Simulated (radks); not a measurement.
O I, configuration [He] 2s2 2p4.

All-electron calculation, Dirac Kohn-Sham, SOGGA, spin-unpolarised, spherical densities, point nucleus; open shells fill j = l - 1/2 first. Program: a radial shooting solver on a logarithmic mesh with Libxc functionals.

Energy parts (eV):
total: -2032.630
kinetic: 2030.005
electron-nucleus: -4835.904
Hartree: 989.755
exchange-correlation: -216.486

Orbitals (lengths in bohr, moments of r in powers of bohr; r(max) is where P^2 peaks; r(90%) holds 90 % of the orbital's charge):
orbital  occ.  eigenvalue (eV)  r(max)  r(90%)
1s1/2       2        -512.5457  0.1294   0.358
2s1/2       2         -23.7147  0.8732    1.84
2p1/2       2          -8.8819  0.8197    2.22
2p3/2       2          -8.8456  0.8209    2.23

The highest occupied level is 2p3/2 at -8.846 eV. For comparison, the ionisation energy in NIST's Atomic Spectra Database is 13.618 eV (measured). In exact Kohn-Sham theory the highest level is minus the ionisation energy, but local and semilocal functionals leave it too shallow, through self-interaction and a potential that decays too fast; potentials with the right tail come closer.

Beside tabulated values, note that spin-unpolarised runs miss the spin-polarisation part of the exchange energy of open shells.
